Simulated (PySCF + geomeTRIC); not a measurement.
All values below come from TPSS-D3(BJ)/def2-SVP in PySCF + geomeTRIC. fastk is a local helper that only speeds up exchange builds. No frequencies were computed at this level.

```python
import json, numpy as np
from pyscf import gto, dft
from fastk import lowrank_exchange
atoms = """
Y      0.039883     0.066200    -0.155852
O     -0.209822    -1.628342     0.832372
H     -1.076486    -1.947015     1.111285
N     -1.764165     1.109995    -0.352285
H     -1.872311     2.069344    -0.670491
H     -2.613229     0.882657     0.159105
N      1.932538     0.648793    -0.831416
H      2.191938     1.452170    -1.395462
H      2.781466     0.107864    -0.694350
"""
def scf(charge, spin, dm0=None):
    mol = gto.M(atom=atoms, basis='def2-svp', ecp={'Y': 'def2-svp'}, charge=charge, spin=spin, verbose=3, max_memory=3780)
    mf = dft.KS(mol, xc='tpss').density_fit(auxbasis="def2-universal-jkfit")
    mf.disp = 'd3bj'
    mf.grids.level = 3
    mf.conv_tol = 1e-8
    mf.max_cycle = 120
    mf.level_shift = 0.25
    mf.kernel(dm0)
    if not mf.converged:
        mf = mf.newton().run(mf.mo_coeff, mf.mo_occ).undo_soscf()
    return mf
mf = scf(0, 0)
from pyscf.geomopt.geometric_solver import kernel as optimize
path = []
done, mol = optimize(mf, maxsteps=120, assert_convergence=False, callback=lambda env: path.append((env["energy"], bool(env["g_scanner"].converged))))
res = dict(converged=bool(done and path[-1][1]), energy=path[-1][0], path=[e for e, c in path], xyz=mol.atom_coords(unit="Angstrom").tolist(), nao=mol.nao)
json.dump(res, open("result.json", "w"))
```

Output:

```
converged SCF energy = -226.052791511671
Geometry optimization cycle 1
converged SCF energy = -226.052791510163
cycle 1: E = -226.05279151  dE = -226.053  norm(grad) = 0.0460492
Geometry optimization cycle 2
converged SCF energy = -226.061978605985
cycle 2: E = -226.061978606  dE = -0.0091871  norm(grad) = 0.0173234
Geometry optimization cycle 3
converged SCF energy = -226.063048417357
cycle 3: E = -226.063048417  dE = -0.00106981  norm(grad) = 0.0102362
Geometry optimization cycle 4
converged SCF energy = -226.063764920621
cycle 4: E = -226.063764921  dE = -0.000716503  norm(grad) = 0.0128331
Geometry optimization cycle 5
converged SCF energy = -226.064395320995
cycle 5: E = -226.064395321  dE = -0.0006304  norm(grad) = 0.0135382
Geometry optimization cycle 6
converged SCF energy = -226.065020420185
cycle 6: E = -226.06502042  dE = -0.000625099  norm(grad) = 0.0119897
Geometry optimization cycle 7
converged SCF energy = -226.065458629813
cycle 7: E = -226.06545863  dE = -0.00043821  norm(grad) = 0.00916835
Geometry optimization cycle 8
converged SCF energy = -226.06606573872
cycle 8: E = -226.066065739  dE = -0.000607109  norm(grad) = 0.0076919
Geometry optimization cycle 9
converged SCF energy = -226.066647805539
cycle 9: E = -226.066647806  dE = -0.000582067  norm(grad) = 0.0228897
Geometry optimization cycle 10
converged SCF energy = -226.067191307865
cycle 10: E = -226.067191308  dE = -0.000543502  norm(grad) = 0.00915108
Geometry optimization cycle 11
converged SCF energy = -226.067614560853
cycle 11: E = -226.067614561  dE = -0.000423253  norm(grad) = 0.00512765
Geometry optimization cycle 12
converged SCF energy = -226.06789360434
cycle 12: E = -226.067893604  dE = -0.000279043  norm(grad) = 0.00364612
Geometry optimization cycle 13
converged SCF energy = -226.067936135955
cycle 13: E = -226.067936136  dE = -4.25316e-05  norm(grad) = 0.00235134
Geometry optimization cycle 14
converged SCF energy = -226.067960718671
cycle 14: E = -226.067960719  dE = -2.45827e-05  norm(grad) = 0.00141402
Geometry optimization cycle 15
converged SCF energy = -226.067979470536
cycle 15: E = -226.067979471  dE = -1.87519e-05  norm(grad) = 0.00185199
Geometry optimization cycle 16
converged SCF energy = -226.067984940727
cycle 16: E = -226.067984941  dE = -5.47019e-06  norm(grad) = 0.000947456
Geometry optimization cycle 17
converged SCF energy = -226.067986129641
cycle 17: E = -226.06798613  dE = -1.18891e-06  norm(grad) = 0.000502015
Geometry optimization cycle 18
converged SCF energy = -226.067985555918
cycle 18: E = -226.067985556  dE = 5.73724e-07  norm(grad) = 0.0013141
Geometry optimization cycle 19
converged SCF energy = -226.067988206641
cycle 19: E = -226.067988207  dE = -2.65072e-06  norm(grad) = 0.00162494
Geometry optimization cycle 20
converged SCF energy = -226.06799220973
cycle 20: E = -226.06799221  dE = -4.00309e-06  norm(grad) = 0.000917292
Geometry optimization cycle 21
converged SCF energy = -226.067995635842
cycle 21: E = -226.067995636  dE = -3.42611e-06  norm(grad) = 0.000417128
Geometry optimization cycle 22
converged SCF energy = -226.068000217192
cycle 22: E = -226.068000217  dE = -4.58135e-06  norm(grad) = 0.000492586
Geometry optimization cycle 23
converged SCF energy = -226.068006612918
cycle 23: E = -226.068006613  dE = -6.39573e-06  norm(grad) = 0.000694031
Geometry optimization cycle 24
converged SCF energy = -226.068016676571
cycle 24: E = -226.068016677  dE = -1.00637e-05  norm(grad) = 0.000893125
Geometry optimization cycle 25
converged SCF energy = -226.06802790054
cycle 25: E = -226.068027901  dE = -1.1224e-05  norm(grad) = 0.000953515
Geometry optimization cycle 26
converged SCF energy = -226.068033248067
cycle 26: E = -226.068033248  dE = -5.34753e-06  norm(grad) = 0.000679917
Geometry optimization cycle 27
converged SCF energy = -226.068034684026
cycle 27: E = -226.068034684  dE = -1.43596e-06  norm(grad) = 0.000427563
Geometry optimization cycle 28
converged SCF energy = -226.068035991582
cycle 28: E = -226.068035992  dE = -1.30756e-06  norm(grad) = 0.000450799
Geometry optimization cycle 29
converged SCF energy = -226.068036707407
cycle 29: E = -226.068036707  dE = -7.15824e-07  norm(grad) = 0.000383082
Geometry optimization cycle 30
converged SCF energy = -226.068037121187
cycle 30: E = -226.068037121  dE = -4.13781e-07  norm(grad) = 0.00027552
<class 'geometric.internal.Distance'> : 9
<class 'geometric.internal.Angle'> : 9
<class 'geometric.internal.LinearAngle'> : 2
<class 'geometric.internal.OutOfPlane'> : 6
<class 'geometric.internal.Dihedral'> : 12
<class 'geometric.internal.TranslationX'> : 1
<class 'geometric.internal.TranslationY'> : 1
<class 'geometric.internal.TranslationZ'> : 1
<class 'geometric.internal.RotationA'> : 1
<class 'geometric.internal.RotationB'> : 1
<class 'geometric.internal.RotationC'> : 1
Step    0 : Gradient = 1.535e-02/3.224e-02 (rms/max) Energy = -226.0527915102
Step    1 : Displace = 9.949e-02/1.626e-01 (rms/max) Trust = 1.000e-01 (=) Grad = 5.774e-03/1.001e-02 (rms/max) E (change) = -226.0619786060 (-9.187e-03) Quality = 0.747
Step    2 : Displace = 5.112e-02/8.909e-02 (rms/max) Trust = 1.000e-01 (=) Grad = 3.412e-03/6.084e-03 (rms/max) E (change) = -226.0630484174 (-1.070e-03) Quality = 1.390
Step    3 : Displace = 6.075e-02/1.063e-01 (rms/max) Trust = 1.414e-01 (+) Grad = 4.278e-03/9.619e-03 (rms/max) E (change) = -226.0637649206 (-7.165e-04) Quality = 1.405
Step    4 : Displace = 5.036e-02/8.736e-02 (rms/max) Trust = 2.000e-01 (+) Grad = 4.513e-03/1.030e-02 (rms/max) E (change) = -226.0643953210 (-6.304e-04) Quality = 1.507
Step    5 : Displace = 4.813e-02/8.237e-02 (rms/max) Trust = 2.828e-01 (+) Grad = 3.997e-03/8.610e-03 (rms/max) E (change) = -226.0650204202 (-6.251e-04) Quality = 1.361
Step    6 : Displace = 2.111e-02/3.871e-02 (rms/max) Trust = 3.000e-01 (+) Grad = 3.056e-03/5.983e-03 (rms/max) E (change) = -226.0654586298 (-4.382e-04) Quality = 1.524
Step    7 : Displace = 2.680e-02/5.642e-02 (rms/max) Trust = 3.000e-01 (=) Grad = 2.564e-03/4.899e-03 (rms/max) E (change) = -226.0660657387 (-6.071e-04) Quality = 1.507
Step    8 : Displace = 4.753e-02/1.146e-01 (rms/max) Trust = 3.000e-01 (=) Grad = 7.630e-03/1.642e-02 (rms/max) E (change) = -226.0666478055 (-5.821e-04) Quality = -0.004
Step    9 : Displace = 2.594e-02/6.068e-02 (rms/max) Trust = 2.377e-02 (-) Grad = 3.050e-03/5.761e-03 (rms/max) E (change) = -226.0671913079 (-5.435e-04) Quality = 1.285
Step   10 : Displace = 3.548e-02/8.380e-02 (rms/max) Trust = 3.361e-02 (+) Grad = 1.709e-03/3.181e-03 (rms/max) E (change) = -226.0676145609 (-4.233e-04) Quality = 1.075
Step   11 : Displace = 4.780e-02/1.144e-01 (rms/max) Trust = 4.753e-02 (+) Grad = 1.215e-03/2.818e-03 (rms/max) E (change) = -226.0678936043 (-2.790e-04) Quality = 1.083
Step   12 : Displace = 1.375e-02/2.058e-02 (rms/max) Trust = 6.722e-02 (+) Grad = 7.838e-04/1.615e-03 (rms/max) E (change) = -226.0679361360 (-4.253e-05) Quality = 1.181
Step   13 : Displace = 1.091e-02/1.567e-02 (rms/max) Trust = 9.507e-02 (+) Grad = 4.713e-04/9.075e-04 (rms/max) E (change) = -226.0679607187 (-2.458e-05) Quality = 1.327
Step   14 : Displace = 1.445e-02/2.275e-02 (rms/max) Trust = 1.344e-01 (+) Grad = 6.173e-04/1.190e-03 (rms/max) E (change) = -226.0679794705 (-1.875e-05) Quality = -0.000
Step   15 : Displace = 6.499e-03/1.063e-02 (rms/max) Trust = 7.225e-03 (-) Grad = 3.158e-04/5.932e-04 (rms/max) E (change) = -226.0679849407 (-5.470e-06) Quality = 0.833
Step   16 : Displace = 3.514e-03/5.825e-03 (rms/max) Trust = 1.022e-02 (+) Grad = 1.673e-04/2.687e-04 (rms/max) E (change) = -226.0679861296 (-1.189e-06) Quality = 0.308
Step   17 : Displace = 4.054e-03/6.380e-03 (rms/max) Trust = 1.022e-02 (=) Grad = 4.380e-04/7.564e-04 (rms/max) E (change) = -226.0679855559 (+5.737e-07) Quality = -0.109
Step   18 : Displace = 1.886e-03/2.772e-03 (rms/max) Trust = 2.027e-03 (-) Grad = 5.416e-04/9.995e-04 (rms/max) E (change) = -226.0679882066 (-2.651e-06) Quality = 0.328
Step   19 : Displace = 2.220e-03/3.504e-03 (rms/max) Trust = 2.027e-03 (=) Grad = 3.058e-04/5.404e-04 (rms/max) E (change) = -226.0679922097 (-4.003e-06) Quality = 0.718
Step   20 : Displace = 2.080e-03/3.532e-03 (rms/max) Trust = 2.027e-03 (=) Grad = 1.390e-04/2.805e-04 (rms/max) E (change) = -226.0679956358 (-3.426e-06) Quality = 0.541
Step   21 : Displace = 2.016e-03/3.264e-03 (rms/max) Trust = 2.027e-03 (=) Grad = 1.642e-04/2.630e-04 (rms/max) E (change) = -226.0680002172 (-4.581e-06) Quality = 0.424
Step   22 : Displace = 2.025e-03/3.200e-03 (rms/max) Trust = 2.027e-03 (=) Grad = 2.313e-04/4.297e-04 (rms/max) E (change) = -226.0680066129 (-6.396e-06) Quality = 0.393
Step   23 : Displace = 2.226e-03/3.495e-03 (rms/max) Trust = 2.027e-03 (=) Grad = 2.977e-04/5.482e-04 (rms/max) E (change) = -226.0680166766 (-1.006e-05) Quality = 0.380
Step   24 : Displace = 2.031e-03/2.629e-03 (rms/max) Trust = 2.027e-03 (=) Grad = 3.178e-04/5.505e-04 (rms/max) E (change) = -226.0680279005 (-1.122e-05) Quality = 0.382
Step   25 : Displace = 2.128e-03/3.713e-03 (rms/max) Trust = 2.027e-03 (=) Grad = 2.266e-04/4.748e-04 (rms/max) E (change) = -226.0680332481 (-5.348e-06) Quality = 0.476
Step   26 : Displace = 1.866e-03/2.931e-03 (rms/max) Trust = 2.027e-03 (=) Grad = 1.425e-04/3.315e-04 (rms/max) E (change) = -226.0680346840 (-1.436e-06) Quality = 0.342
Step   27 : Displace = 2.021e-03/3.237e-03 (rms/max) Trust = 2.027e-03 (=) Grad = 1.503e-04/2.509e-04 (rms/max) E (change) = -226.0680359916 (-1.308e-06) Quality = 0.231
Step   28 : Displace = 1.052e-03/1.888e-03 (rms/max) Trust = 1.011e-03 (-) Grad = 1.277e-04/2.161e-04 (rms/max) E (change) = -226.0680367074 (-7.158e-07) Quality = 0.198
Step   29 : Displace = 5.116e-04/1.021e-03 (rms/max) Trust = 5.053e-04 (-) Grad = 9.184e-05/1.935e-04 (rms/max) E (change) = -226.0680371212 (-4.138e-07) Quality = 0.190
Converged! =D
```

Cost: about 8 core-minutes (a rough figure).
